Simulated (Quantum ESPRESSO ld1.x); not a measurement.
Values are calculated unless marked as measured or tabulated.
Q: The table gives one normalised radial function P(r) = r R(r) (large component) of Ho4+ in [Kr] 4d10 4f10 5s1 5p6 (r in bohr). Level of theory: Dirac Kohn-Sham, rPW86 exchange with PBE correlation, spin-unpolarised, spherical densities, point nucleus; open shells fill j = l - 1/2 first (ld1.x of Quantum ESPRESSO 7.5).

r           P
0.002989   0.0003
0.003955   0.0007
0.005192   0.0013
0.006869   0.0026
0.009089   0.0054
0.01193    0.0107
0.01579    0.0215
0.02089    0.0425
0.02741    0.0802
0.03627    0.1486
0.04799    0.2608
0.063      0.4193
0.08335    0.6184
0.1094     0.7873
0.1448     0.8152
0.1915     0.5502
0.2514    -0.0354
0.3326    -0.7999
0.4401    -1.3569
0.5777    -1.4124
0.7644    -1.0307
1.011     -0.5358
1.328     -0.1995
1.756     -0.0467
2.306     -0.0067
3.051     -0.0004
4.036     0.0000

Which n and l does it have? It may be an empty orbital.

A: n = 4, l = 2: the number of nodes gives n - l - 1 = 1, the rise at small r points to l (for j = l - 1/2 the large component starts as r^gamma with gamma = sqrt(l^2 - (Z/c)^2) = 1.94 and the r^(l+1) term takes over further out; the orbital of l - 1 with the same j starts with the same power, but with a larger coefficient, and does not steepen), and the extent must fit the shell. The curve is that of 4d3/2; the two j differ most near the nucleus, where j = l - 1/2 has the larger amplitude, and in heavy atoms j = l - 1/2 is also the more compact. 4d3/2: eigenvalue -213.30 eV, 1 radial node at r = 0.248 bohr, <r> = 0.588 bohr, 90 % of the charge inside 0.884 bohr.
